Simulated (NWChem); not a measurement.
System: H$_{2}$BO$_{3}$, doublet; SMILES [O]B(O)O

```xyz
6

O      0.0000     0.0000    -1.4255
B      0.0000     0.0000    -0.0622
O      1.2351    -0.0284     0.5565
O     -1.2351     0.0284     0.5565
H      1.2395     0.4494     1.4051
H     -1.2395    -0.4494     1.4051
```
Atoms are numbered in this order, from 1.

Structure relaxed at the PBE-D3(BJ)/def2-SVP, spin-unrestricted level. No stability test was run on the SCF state.

Symmetry labels are those of C2 in the frame above (b1 and b2, or b-type labels, depend on it).

List the 4 lowest vertical excitations from PBE/6-31G* (spherical d), spin-unrestricted, TDA (NWChem).


| state | energy (eV) | oscillator strength | symmetry of the excitation | <S²> |
|---|---|---|---|---|
| state 1 | 1.04 | 0.001 | b | 0.76 |
| state 2 | 2.02 | 0.008 | a | 0.76 |
| state 3 | 2.27 | 0.004 | b | 0.76 |
| state 4 | 3.36 | 0.002 | a | 0.76 |
